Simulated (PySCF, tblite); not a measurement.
Isomers of C6H12O2Si2. All values are computed: GFN2-xTB (tblite) harmonic vibrations without scaling, gas phase. The method is semi-empirical: single wavenumbers can be off by several per cent or more. Modes of hydrogen on silicon can be 10 to 20 % off. One conformer each.

Electronic energies: PBE0/pcSseg-1 single points on the GFN2-xTB geometries (PySCF, gas phase).

```json
{"SMILES": "CC[SiH2]C#C[SiH2]C(=O)OC", "electronic energy, lowest = 0 (kJ/mol)": "242.6"}
{"SMILES": "C=C(C)[Si@@]1(O[SiH3])OCC1=C", "electronic energy, lowest = 0 (kJ/mol)": "0.0"}
{"SMILES": "COC[SiH2][SiH2]c1ccco1", "electronic energy, lowest = 0 (kJ/mol)": "255.8"}
{"SMILES": "O=C1CC(/C([SiH3])=C\\O[SiH3])C1", "electronic energy, lowest = 0 (kJ/mol)": "235.1"}
{"SMILES": "C=C(C)[Si@H]1[SiH2]OC=C1OC", "electronic energy, lowest = 0 (kJ/mol)": "220.0"}
```

Q: How do GFN2-xTB zero-point energies change the relative energies?

A: 
```json
{"SMILES": "C=C(C)[Si@@]1(O[SiH3])OCC1=C", "ZPE (kJ/mol)": "422.5", "of it from modes above 1550 cm⁻¹": "224.6", "electronic (kJ/mol)": "0.0", "with ZPE, lowest = 0 (kJ/mol)": "0.0", "lowest mode (cm⁻¹)": "14i", "rings": "1"}
{"SMILES": "C=C(C)[Si@H]1[SiH2]OC=C1OC", "ZPE (kJ/mol)": "423.7", "of it from modes above 1550 cm⁻¹": "222.0", "electronic (kJ/mol)": "220.0", "with ZPE, lowest = 0 (kJ/mol)": "221.2", "lowest mode (cm⁻¹)": "26", "rings": "1"}
{"SMILES": "O=C1CC(/C([SiH3])=C\\O[SiH3])C1", "ZPE (kJ/mol)": "406.3", "of it from modes above 1550 cm⁻¹": "209.9", "electronic (kJ/mol)": "235.1", "with ZPE, lowest = 0 (kJ/mol)": "218.9", "lowest mode (cm⁻¹)": "24", "rings": "1"}
{"SMILES": "CC[SiH2]C#C[SiH2]C(=O)OC", "ZPE (kJ/mol)": "412.1", "of it from modes above 1550 cm⁻¹": "220.9", "electronic (kJ/mol)": "242.6", "with ZPE, lowest = 0 (kJ/mol)": "232.1", "lowest mode (cm⁻¹)": "6i", "rings": "0"}
{"SMILES": "COC[SiH2][SiH2]c1ccco1", "ZPE (kJ/mol)": "417.7", "of it from modes above 1550 cm⁻¹": "205.7", "electronic (kJ/mol)": "255.8", "with ZPE, lowest = 0 (kJ/mol)": "251.1", "lowest mode (cm⁻¹)": "5", "rings": "1"}
```

The zero-point energies span 17.4 kJ/mol, from `O=C1CC(/C([SiH3])=C\O[SiH3])C1` to `C=C(C)[Si@H]1[SiH2]OC=C1OC`. Slightly imaginary modes are left out of the zero-point energy: `C=C(C)[Si@@]1(O[SiH3])OCC1=C` 13.5i cm⁻¹ and `CC[SiH2]C#C[SiH2]C(=O)OC` 5.6i cm⁻¹. The lowest isomer stays, but the order above it changes.

Q: And how do the electronic energies of GFN2-xTB itself compare?

A: `C=C(C)[Si@@]1(O[SiH3])OCC1=C` 0.0; `C=C(C)[Si@H]1[SiH2]OC=C1OC` 213.0; `O=C1CC(/C([SiH3])=C\O[SiH3])C1` 110.2; `CC[SiH2]C#C[SiH2]C(=O)OC` 355.4; `COC[SiH2][SiH2]c1ccco1` 265.3 kJ/mol, lowest = 0. Against the energies above, taken from the same isomer `C=C(C)[Si@@]1(O[SiH3])OCC1=C`, the largest difference is 124.9 kJ/mol.
